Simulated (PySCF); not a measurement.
Electron correlation in P (phosphorus, neutral)

Starting occupation: [Ne] 3s2 3p3, 3p1/2 with m_j = -1/2, +1/2, 3p3/2 with m_j = +3/2. Calculation: PySCF 2.14, in x2c-SVPall-2c (4s4p1d, 21 functions); X2C-1e with screened-nucleus spin-orbit coupling, Gaussian nucleus. Frozen: [Ne]; 5 electrons correlated.

MP2 pair energies summed by pair of shells (mhartree):

```csv
pair,energy,share (%)
3p-3s,-39.72,64.0
3p-3p,-13.95,22.5
3s-3s,-8.35,13.5
```

Total MP2 correlation energy: -62.02 mhartree.

The GHF reference relaxed away from the jj start to a determinant that is no pure jj level (⟨S²⟩ = 3.75, ⟨J²⟩ = 3.75); the energies belong to that determinant.
